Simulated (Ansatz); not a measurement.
Ansatz (a program for electronic structure) input (B3LYP/def2-TZVPD):

Ansatz 0.2 input:
```yaml
crystal:
  periodic: [false, false, false]
  atoms:
    - {symbol: Hg, position_ang: [-0.45273570, 0.36504735, -0.34978052]}
    - {symbol: Cl, position_ang: [2.01499099, -0.60960969, -0.14605582]}
    - {symbol: Cl, position_ang: [0.11552998, -1.10826018, 1.79208180]}
basis:
  gaussian:
    orbitals: def2-TZVPD
hamiltonian:
  xc: {name: B3LYP}
magnetization: {spin_polarized: true, initial_magnetization: 2}
output: {forces: true}
```

Output:

```
Functional definition: B3LYP
integrals: 0.07 GiB planned
1013 factors; their error is unknown
mean field: 0.81 GiB planned
mean field evaluation 1: about -29222.6414 eV, gradient 1.5e1 eV
mean field evaluation 2: about -29220.6839 eV, gradient 2.6e1 eV
mean field evaluation 4: about -29224.0319 eV, gradient 1.0e0 eV
mean field evaluation 8: about -29224.0360 eV, gradient 2.6e-2 eV
mean field evaluation 16: about -29224.1021 eV, gradient 4.1e-4 eV
mean field evaluation 32: about -29223.0010 eV, gradient 5.8e0 eV
mean field -29224.10214639 eV, -1073.9659450720 hartree, gradient 1.9e-5 eV, S^2 2.006792; 6 other end points of the search recorded, 0 dependent functions left out
the calculation of the forces begins
reference -29224.10239734 eV, -1073.9659542940 hartree; 28, 26 occupied and 110, 112 virtual orbitals, 1013 factors
Total energy: -29224.10239734 eV, -1073.9659542940 hartree
Atom 0 at    -0.452736     0.365047    -0.349781 Å, force    -0.021138     0.017044    -0.016331 eV/Å
Atom 1 at     2.014991    -0.609610    -0.146056 Å, force     0.024722    -0.004806    -0.006276 eV/Å
Atom 2 at     0.115530    -1.108260     1.792082 Å, force    -0.003584    -0.012238     0.022607 eV/Å
Dipole moment:    -0.451976     0.364435    -0.349194 e Å
```

The spin state was set by rule; other spins were not relaxed.
